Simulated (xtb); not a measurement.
C$_{2}$H$_{3}$N, charge -1, doublet, from a rough starting geometry (a state made from the parent by changing its charge; the spin is typed, not shown lowest); GFN2-xTB (xtb 6.7.1).

Here is a job for xtb.
```
$ xtb mol.xyz --gfn 2 --chrg -1 --uhf 1 --opt vtight --json

# file mol.xyz
6

C     -0.50244501    -0.03942349     0.01212620
C      0.94462608    -0.03811391    -0.00772376
N      2.09191322    -0.04309587     0.01367298
H     -0.89686794    -0.72012118    -0.71020138
H     -0.91324581    -0.21360747     0.99447019
H     -0.86026186     1.01738207    -0.31846127
```

### Question
Write the output that xtb gives for this input, abridged.

### Answer

```
   ID    Z sym.   atoms
    1    6 C      1, 2
    2    7 N      3
    3    1 H      4-6

           -------------------------------------------------
          |                Calculation Setup                |
           -------------------------------------------------

           -------------------------------------------------
          |                 G F N 2 - x T B                 |
           -------------------------------------------------

          ...................................................
          :                      SETUP                      :
          :.................................................:
          :  # basis functions                  15          :
          :  # atomic orbitals                  15          :
          :  # shells                            9          :
          :  # electrons                        17          :
          :  max. iterations                   250          :
          :  Hamiltonian                  GFN2-xTB          :
          :  restarted?                      false          :
          :  GBSA solvation                  false          :
          :  PC potential                    false          :
          :  electronic temp.          300.0000000     K    :
          :  accuracy                    1.0000000          :
          :  -> integral cutoff          0.2500000E+02      :
          :  -> integral neglect         0.1000000E-07      :
          :  -> SCF convergence          0.1000000E-05 Eh   :
          :  -> wf. convergence          0.1000000E-03 e    :
          :  Broyden damping             0.4000000          :
          :  net charge                         -1          :
          :  unpaired electrons                  1          :
          ...................................................

 iter      E             dE          RMSdq      gap      omega  full diag
   1     -8.8553197 -0.885532E+01  0.445E+00    0.09       0.0  T
   2     -8.8894067 -0.340870E-01  0.224E+00    0.08       1.0  T
   3     -8.8901673 -0.760629E-03  0.110E+00    0.03       1.0  T
   4     -8.8904564 -0.289128E-03  0.459E-01    0.05       1.0  T
   5     -8.8904797 -0.232457E-04  0.963E-02    0.05       1.0  T
   6     -8.8904801 -0.424203E-06  0.143E-02    0.05       2.9  T
   7     -8.8904802 -0.843673E-07  0.334E-03    0.05      12.2  T
   8     -8.8904802 -0.104851E-09  0.150E-03    0.05      27.3  T
   9     -8.8904802 -0.775447E-09  0.377E-04    0.05     108.4  T
  10     -8.8904802 -0.386665E-09  0.185E-04    0.05     220.6  T

   *** convergence criteria satisfied after 10 iterations ***

         :::::::::::::::::::::::::::::::::::::::::::::::::::::
         ::                     SUMMARY                     ::
         :::::::::::::::::::::::::::::::::::::::::::::::::::::
         :: total energy              -8.719217514315 Eh    ::
         :: gradient norm              0.302800184899 Eh/a0 ::
         :: HOMO-LUMO gap              0.046441851822 eV    ::
         ::.................................................::
         :: SCC energy                -8.890480114415 Eh    ::
         :: -> isotropic ES            0.172695545968 Eh    ::
         :: -> anisotropic ES          0.009379505033 Eh    ::
         :: -> anisotropic XC          0.007376519289 Eh    ::
         :: -> dispersion             -0.002568350605 Eh    ::
         :: repulsion energy           0.171262600100 Eh    ::
         :: add. restraining           0.000000000000 Eh    ::
         :: total charge              -1.000000000000 e     ::
         :::::::::::::::::::::::::::::::::::::::::::::::::::::

      -----------------------------------------------------------
     |                   =====================                   |
     |                        A N C O P T                        |
     |                   =====================                   |
     |               Approximate Normal Coordinate               |
     |                Rational Function Optimizer                |
      -----------------------------------------------------------
      -----------------------------------------------------------
     |                   =====================                   |
     |                        A N C O P T                        |
     |                   =====================                   |
     |               Approximate Normal Coordinate               |
     |                Rational Function Optimizer                |
      -----------------------------------------------------------

          ...................................................
          :                      SETUP                      :
          :.................................................:
          :   optimization level         verytight          :
          :   max. optcycles                   200          :
          :   ANC micro-cycles                  20          :
          :   degrees of freedom                12          :
          :.................................................:
          :   RF solver                   davidson          :
          :   write xtbopt.log                true          :
          :   linear?                        false          :
          :   energy convergence         0.1000000E-06 Eh   :
          :   grad. convergence          0.2000000E-03 Eh/α :
          :   maxmium RF displ.          1.0000000          :
          :   Hlow (freq-cutoff)         0.1000000E-01      :
          :   Hmax (freq-cutoff)         5.0000000          :
          :   S6 in model hess.         20.0000000          :
          ...................................................

generating ANC from exact Hessian ...
Using Lindh-Hessian (1995)
 Shifting diagonal of input Hessian by    5.2428018050998592E-003
 Lowest  eigenvalues of input Hessian
    0.000000    0.000000    0.000000    0.000000    0.000000    0.000000
    0.010000    0.067277    0.088132    0.095564    0.114708    0.136381
[...]
 * total energy  :    -8.7631993 Eh     change       -0.1177127E-04 Eh
 * total energy  :    -8.7632209 Eh     change       -0.2157830E-04 Eh
 * total energy  :    -8.7632384 Eh     change       -0.1750213E-04 Eh
 * total energy  :    -8.7632585 Eh     change       -0.2016118E-04 Eh
 * total energy  :    -8.7632649 Eh     change       -0.6427159E-05 Eh
 * total energy  :    -8.7632660 Eh     change       -0.1058477E-05 Eh
 * total energy  :    -8.7632677 Eh     change       -0.1648960E-05 Eh
 * total energy  :    -8.7632684 Eh     change       -0.7892601E-06 Eh
 * total energy  :    -8.7632686 Eh     change       -0.2016099E-06 Eh
 * total energy  :    -8.7632688 Eh     change       -0.1768760E-06 Eh
 * total energy  :    -8.7632690 Eh     change       -0.2246801E-06 Eh
 * total energy  :    -8.7632692 Eh     change       -0.1137303E-06 Eh
 * total energy  :    -8.7632692 Eh     change       -0.4804324E-07 Eh
   *** GEOMETRY OPTIMIZATION CONVERGED AFTER 27 ITERATIONS ***
[...]
          :  restarted?                      false          :
          :  GBSA solvation                  false          :
          :  PC potential                    false          :
          :  electronic temp.          300.0000000     K    :
          :  accuracy                    1.0000000          :
          :  -> integral cutoff          0.2500000E+02      :
          :  -> integral neglect         0.1000000E-07      :
          :  -> SCF convergence          0.1000000E-05 Eh   :
          :  -> wf. convergence          0.1000000E-03 e    :
          :  Broyden damping             0.4000000          :
          :  net charge                         -1          :
          :  unpaired electrons                  1          :
          ...................................................

 iter      E             dE          RMSdq      gap      omega  full diag
   1     -8.8774318 -0.887743E+01  0.223E-05    1.67       0.0  T
   2     -8.8774318  0.000000E+00  0.132E-05    1.67    3094.7  T
   3     -8.8774318  0.474287E-12  0.133E-05    1.67    3068.1  T

   *** convergence criteria satisfied after 3 iterations ***

         :::::::::::::::::::::::::::::::::::::::::::::::::::::
         ::                     SUMMARY                     ::
         :::::::::::::::::::::::::::::::::::::::::::::::::::::
         :: total energy              -8.763269207654 Eh    ::
         :: gradient norm              0.000066408274 Eh/a0 ::
         :: HOMO-LUMO gap              1.668592793455 eV    ::
         ::.................................................::
         :: SCC energy                -8.877431750617 Eh    ::
         :: -> isotropic ES            0.169028023007 Eh    ::
         :: -> anisotropic ES          0.010241283435 Eh    ::
         :: -> anisotropic XC          0.009467118679 Eh    ::
         :: -> dispersion             -0.002534811406 Eh    ::
         :: repulsion energy           0.114162542962 Eh    ::
         :: add. restraining           0.000000000000 Eh    ::
         :: total charge              -1.000000000000 e     ::
         :::::::::::::::::::::::::::::::::::::::::::::::::::::

           -------------------------------------------------
          |                Property Printout                |
           -------------------------------------------------

    * Orbital Energies and Occupations

         #    Occupation            Energy/Eh            Energy/eV
      -------------------------------------------------------------
         1        2.0000           -0.3773888             -10.2693
         2        2.0000           -0.3069838              -8.3535
         3        2.0000           -0.2746604              -7.4739
         4        2.0000           -0.2710603              -7.3759
         5        2.0000           -0.2380929              -6.4788
         6        2.0000           -0.1424705              -3.8768
         7        2.0000           -0.1254768              -3.4144
         8        2.0000           -0.0847165              -2.3053
         9        1.0000            0.0373611               1.0166 (HOMO)
        10                          0.0986807               2.6852 (LUMO)
        11                          0.3437422               9.3537
        12                          0.3826778              10.4132
        13                          0.4013658              10.9217
        14                          0.4042445              11.0001
        15                          0.9456517              25.7325
      -------------------------------------------------------------
                  HL-Gap            0.0613197 Eh            1.6686 eV
             Fermi-level            0.0221716 Eh            0.6033 eV

     #   Z          covCN         q      C6AA      α(0)
     1   6 C        3.741    -0.056    21.660     6.640
     2   6 C        1.882    -0.151    35.417     9.612
     3   7 N        0.911    -0.607    36.799     8.773
     4   1 H        0.923    -0.060     4.353     3.263
     5   1 H        0.923    -0.060     4.353     3.263
     6   1 H        0.921    -0.065     4.487     3.313

 Mol. C6AA /au·bohr⁶  :        525.567228
 Mol. C8AA /au·bohr⁸  :      11497.692395
 Mol. α(0) /au        :         34.863767

Wiberg/Mayer (AO) data.
largest (>0.10) Wiberg bond orders for each atom

 ---------------------------------------------------------------------------
     #   Z sym  total        # sym  WBO       # sym  WBO       # sym  WBO
 ---------------------------------------------------------------------------
     1   6 C    3.924 --     4 H    0.981     5 H    0.981     6 H    0.968
                             2 C    0.925
     2   6 C    3.412 --     3 N    2.468     1 C    0.925
     3   7 N    2.575 --     2 C    2.468
     4   1 H    0.996 --     1 C    0.981
     5   1 H    0.996 --     1 C    0.981
     6   1 H    0.995 --     1 C    0.968
 ---------------------------------------------------------------------------

Topologies differ in total number of bonds
Writing topology from bond orders to xtbtopo.mol

molecular dipole:
                 x           y           z       tot (Debye)
 q only:       -2.228      -0.162       0.082
   full:       -2.915      -0.024       0.048       7.409
molecular quadrupole (traceless):
                xx          xy          yy          xz          yz          zz
 q only:       -9.388      -1.141       4.542       0.526       0.117       4.846
  q+dip:      -11.260      -0.715       5.331       0.441       0.206       5.930
   full:      -11.910      -1.066       5.165       0.563       0.530       6.746

optimized geometry written to: xtbopt.xyz

           -------------------------------------------------
          | TOTAL ENERGY               -8.763269207654 Eh   |
          | GRADIENT NORM               0.000066408274 Eh/α |
          | HOMO-LUMO GAP               1.668592793455 eV   |
           -------------------------------------------------

normal termination of xtb
```
